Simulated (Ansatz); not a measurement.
The Si2–F1 bond of FH3Si (SMILES F[SiH3]) is stretched (multiplicity 1, the rest rigid).
Geometry at rest (charge 0, multiplicity 1):
```json
[
 {"atom": "F", "x (Å)": "1.0903", "y (Å)": "-0.0171", "z (Å)": "-0.1702"},
 {"atom": "Si", "x (Å)": "-0.4965", "y (Å)": "0.0078", "z (Å)": "0.0775"},
 {"atom": "H", "x (Å)": "-0.9449", "y (Å)": "1.4151", "z (Å)": "0.0667"},
 {"atom": "H", "x (Å)": "-0.7705", "y (Å)": "-0.6159", "z (Å)": "1.3881"},
 {"atom": "H", "x (Å)": "-1.1468", "y (Å)": "-0.7543", "z (Å)": "-1.0080"}
]
```

Correlated levels freeze the cores.

Codes used: Ansatz (a quantum-chemistry and plane-wave program). Each number belongs to the level named beside it.

FIC-MRCISD+Q on CASSCF(6,4)/cc-pV(D+d)Z, total energies (hartree):

```
R (Å)       CASSCF       MRCISD  weight c² of the reference
-----  -----------  -----------  --------------------------
1.606  -390.190715  -390.471053                     0.92325
2.811  -390.033455  -390.300205                     0.92035
5.140  -390.000747  -390.258264                     0.92254
```

Question: Add the Davidson correction (E_MRCISD − E_CASSCF)(1 − c²)/c² and give the energies above the first point at the three levels.

Answer: 
Corrections (hartree): -0.023305, -0.023084, -0.021621. Above the first point (kcal/mol):
- R = 2.811 Å: CASSCF 98.7, MRCISD 107.2, with the correction 107.3
- R = 5.140 Å: CASSCF 119.2, MRCISD 133.5, with the correction 134.6

Doubts at one or more of the structures used: active orbitals that take no part (FIC-MRCISD+Q on CASSCF(6,4)/cc-pV(D+d)Z).
